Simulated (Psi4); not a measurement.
BrZn, doublet, at a GFN2-xTB geometry (such geometries of metal compounds can be far from the true shape) (the spin is typed, not shown lowest).

Psi4 was given this input:
```
memory 2 GB

molecule mol {
0 2
Zn   -0.000000   -0.000000   -1.315299
Br    0.000000    0.000000    1.127399
}

set {
  basis cc-pvtz
  reference uks
}

energy('blyp')
print_variables()
```

What does this run give for the nuclear repulsion energy, number of basis functions, dipole moment?


| Item | Value |
|---|---|
| nuclear repulsion energy | 227.4682 Eh |
| number of basis functions | 111 |
| dipole moment | 2.81 D |

These values belong to the state on which the SCF converged, which isn't shown to be the lowest.

Roughly what does it cost on one core?

about 30 core-seconds (a rough figure).
